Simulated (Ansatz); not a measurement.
CH4FISi (`C[SiH](F)I`). The species carries charge 0 and has multiplicity 1. Correlated methods include outer-core shells of I, which these sets cover unevenly. I: def2 effective core potential.

Z-matrix (Å, degrees):
```
C
Si 1 1.847
H 1 1.092 2 110.3
H 1 1.092 2 110.7 3 120.0
H 1 1.094 2 109.9 3 -119.8
F 2 1.596 1 109.4 3 179.3
I 2 2.435 1 110.6 3 -62.0
H 2 1.479 1 113.8 3 59.3
```

(1) Give the diagnostics of a CCSD(T)/def2-TZVPP run (frozen core, Ansatz 0.2.0). (An estimate is asked.)

## Answers

(1) Computed: T1 = 0.0094, largest single amplitude 0.014, largest double 0.033, (T) share of the correlation energy 2.7 %, 9 CCSD cycles. The RHF solution is stable towards an unrestricted one. T1 lies under the customary mark of 0.02 for closed shells.
